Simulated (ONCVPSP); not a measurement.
Varying the ONCV potential for Ga (Z = 31)

Base potential:

gallium (Ga), optimised norm-conserving Vanderbilt (ONCV), made with ONCVPSP 4.0.1 (PBE, scalar-relativistic). Core [Ar], reference 3d10 4s2 4p1. Waves: 4s: rc 1.95 bohr, ncon 4, nbas 7, qcut 3.8 1/bohr, 1 projector; 4p: rc 1.90 bohr, ncon 4, nbas 8, qcut 3.7 1/bohr, 2 projectors, debl 3.1 Ha; 3d: rc 0.95 bohr, ncon 4, nbas 9, qcut 16.3 1/bohr, 2 projectors, debl 1.3 Ha. Local part: polynomial inside 0.90 bohr (lpopt 5, dvloc0 0 Ha). Core correction: polynomial model core, fcfact 0.6.

Cutoffs, loose and tight: the cutoffs (Ha) at which the residual kinetic energy of the hardest occupied pseudo-wave falls to 1 and 0.1 mHa per electron. They do not see the model core or the augmentation charge, which bear on the density cutoff. Test errors are all-electron minus pseudo excitation energies from the reference, over the configurations 3d10 4s2 4p0; 3d10 4s1 4p0; 3d10 4s0 4p0; 3d10 4s0 4p3. A dash means not determined; rows that change the core or the reference have their own tests. The largest error is taken over the tests solved by every variant that gives reliable tests at all: 3d10 4s0 4p3; 3d10 4s1 4p0; 3d10 4s2 4p0.

A true bound ghost makes a file unfit for plane-wave use even where its test errors are small: the radial tests pick states by their node count and pass the ghost by.

```tsv
change	outcome	cutoff, loose	cutoff, tight	bound ghosts	GHOST(+) flags above zero	largest test error (meV)
base	generated	107 Ha	120 Ha	s	p	-16
all radii but the core radius scaled by about 0.81 (s 1.58, p 1.54, d 0.76 bohr); local potential polynomial inside 0.72 bohr (lpopt 5, dvloc0 0 Ha)	generated	130 Ha	468 Ha	s	p	-15
all radii but the core radius scaled by about 0.88 (s 1.72, p 1.68, d 0.84 bohr); local potential polynomial inside 0.80 bohr (lpopt 5, dvloc0 0 Ha)	generated	118 Ha	135 Ha	s	p	-16
all radii but the core radius scaled by about 0.96 (s 1.88, p 1.82, d 0.92 bohr); local potential polynomial inside 0.86 bohr (lpopt 5, dvloc0 0 Ha)	generated	110 Ha	123 Ha	s	p	-16
all radii but the core radius scaled by about 1.16 (s 2.26, p 2.20, d 1.10 bohr); local potential polynomial inside 1.04 bohr (lpopt 5, dvloc0 0 Ha)	generated	96 Ha	108 Ha	s	p	-20
all radii but the core radius scaled by about 1.33 (s 2.60, p 2.52, d 1.26 bohr); local potential polynomial inside 1.20 bohr (lpopt 5, dvloc0 0 Ha)	generated	85 Ha	97 Ha	s	p	-50
```

(1) What comes out with this change to the base: all radii but the core radius scaled by about 1.22 (s 2.38, p 2.32, d 1.16 bohr); local potential polynomial inside 1.10 bohr (lpopt 5, dvloc0 0 Ha)?

## Answers

(1) outcome: generated; cutoff, loose: 92 Ha; cutoff, tight: 103 Ha; bound ghosts: s; GHOST(+) flags above zero: p; largest test error (meV): -25.

Reading the sweep of the scale of all radii but the core radius (base = 1) (base included, trends over the rows without a ghost): Bound ghosts are found at 0.81, 0.88, 0.96, 1, 1.16, 1.22, 1.33. Every judged row has one, so this setting neither creates nor removes them.
